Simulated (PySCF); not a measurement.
## Electron correlation in Yb³⁺ (ytterbium, charge +3)

[Xe] 4f13, 2F determinant. Computed with PySCF 2.14 in x2c-TZVPPall (11s7p7d4f2g, 113 functions), with the spin-free X2C one-electron Hamiltonian (Gaussian nucleus). Frozen: [Kr] 4d10; 21 electrons correlated.

MP2 pair energies summed by pair of shells (mhartree):

| pair | energy | share (%) |
| --- | --- | --- |
| 4f-4f | -548.79 | 55.2 |
| 4f-5p | -234.87 | 23.6 |
| 5p-5p | -121.06 | 12.2 |
| 4f-5s | -52.61 | 5.3 |
| 5s-5p | -30.01 | 3.0 |
| 5s-5s | -6.03 | 0.6 |

Total MP2 correlation energy: -993.37 mhartree.

Same-spin part -381.07 and opposite-spin part -612.30 mhartree; SCS-MP2 scales them by 1/3 and 6/5 to -861.78 mhartree.
